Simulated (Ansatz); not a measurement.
Calculated with Ansatz (gas phase, PBE0-D4/def2-TZVP geometries, no zero-point term in ΔE). CCSD(T)/CBS adds triple-zeta CCSD(T) − MP2 to the extrapolated MP2 energy (def2 sets, frozen cores). This one scheme is used for every species. For Ga outer-core shells are correlated without core-valence functions, which leaves a few kJ/mol of doubt a bond. Scalar relativity is left out up to krypton. One conformer a species, not always the lowest.

Reaction (cleavage of the Si–Ga bond): `O[SiH]([SiH3])[GaH2]` + `BO` → `BO[SiH](O)[SiH3]` + `[GaH3]`

`O[SiH]([SiH3])[GaH2]`:

```xyz
11

O    -0.791   -1.777   -0.798
Si   -0.690   -0.264   -0.113
Si    0.728    1.001   -1.480
Ga    0.088   -0.261    2.175
H    -1.140   -2.482   -0.251
H    -2.027    0.415   -0.127
H     0.285    0.992   -2.900
H     2.123    0.487   -1.413
H     0.722    2.404   -0.981
H     0.282   -1.604    2.979
H     0.422    1.089    2.910
```

`BO`:

Z-matrix (Å, degrees):
```
B
O 1 1.348
H 1 1.196 2 116.8
H 1 1.202 2 120.7 3 -180.0
H 2 0.961 1 113.5 3 180.0
```

`BO[SiH](O)[SiH3]`:

```xyz
12

B     0.384   -1.926    0.939
O     0.921   -0.697    1.058
Si    0.614    0.729    0.261
O    -0.067    1.800    1.299
Si   -0.905    0.452   -1.501
H     0.768   -2.790    1.676
H    -0.460   -2.138    0.105
H     1.954    1.206   -0.173
H     0.469    2.148    2.013
H    -1.049    1.753   -2.209
H    -0.392   -0.557   -2.466
H    -2.237    0.021   -1.001
```

`[GaH3]`:

Z-matrix (Å, degrees):
```
Ga
H 1 1.568
H 1 1.568 2 120.0
H 1 1.568 2 120.0 3 -179.9
```

```tsv
species	CCSD/def2-TZVPP energy (Eh)
`O[SiH]([SiH3])[GaH2]`	-2580.90045
`BO`	-101.74018
`BO[SiH](O)[SiH3]`	-757.45573
`[GaH3]`	-1925.21977
```

(1) Work out ΔE.

Largest T1 diagnostic among the species: 0.014.

## Answers

(1) ΔE = (-757.45573) + (-1925.21977) − (-2580.90045) − (-101.74018) = -0.03487 Eh = -0.95 eV. CCSD(T)/CBS gives -0.90 eV.

From PBE to PBE0 (25 % exact exchange), in def2-TZVPP and without D4, ΔE moves by −0.10 eV. In def2-TZVPP, CCSD(T) changes the Hartree–Fock value by +0.26 eV (the triples alone add +0.03 eV) and MP2 by +0.21 eV.
